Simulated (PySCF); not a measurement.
Two-dimensional NMR puzzle

Compound of formula C₇H₅F₃. Correlations simulated from computed shifts and the bond graph:

HSQC (one-bond C–H):
```csv
δH,δC
8.07,132.2
7.85,137.3
7.83,134.3
```

COSY cross peaks (H two or three bonds apart, from the bond graph; peaks can be absent where the dihedral angle is near 90°):
```csv
δH,δH
8.07,7.83
7.85,7.83
```

HMBC (two and three bonds, from the bond graph):
```csv
δH,δC
8.07,"137.6, 137.3, 134.3, 133.9, 132.2"
7.85,"134.3, 132.2"
7.83,"137.6, 137.3, 134.3, 132.2"
```

Carbons without hydrogens: δ 137.6, 133.9.

PySCF calculation with NMR shieldings at PBE0/pcSseg-1/GIAO and coordinates at the GFN2-xTB level; one computed conformer, one averaged value for each set of equivalent atoms, no solvent, non-relativistic Hamiltonian.

Chemical shifts δ = σref − σ; $^{1}$H (σ = 31.72 ppm), $^{13}$C (σ = 186.93 ppm) against TMS, all at this level.

Exchangeable hydrogens are left out of these lists.

**Question.** Assemble the structure.

**Answer.** benzotrifluoride (FC(F)(F)c1ccccc1).

Atoms are numbered as in `[F:1][C:2]([F:3])([F:4])[c:5]1[cH:6][cH:7][cH:8][cH:9][cH:10]1`. Each H is labelled by its parent atom.

- δC 137.6 is C5, a substituted aromatic carbon.
- δC 137.3 is C8, an aromatic CH (δH 7.85).
- δC 134.3 is C7/C9, an aromatic CH (δH 7.83).
- δC 133.9 is C2, a CF3 carbon.
- δC 132.2 is C6/C10, an aromatic CH (δH 8.07).
- HMBC from δH 8.07 reaches the proton-free carbons C5, C2.
- HMBC from δH 7.83 reaches the proton-free carbon C5.
- COSY links 8.07–7.83, 7.85–7.83.

The data come from this structure; uniqueness wasn't tested.

Shifts are as computed. Against solution values, carbons near 30 ppm lie about +3 ppm off and those near 130 ppm about +5 ppm. Of 1211 compounds with measured shifts, 218 miss one by over three times the rms of a fit or turn the order of signals round; such compounds aren't used in these exercises.
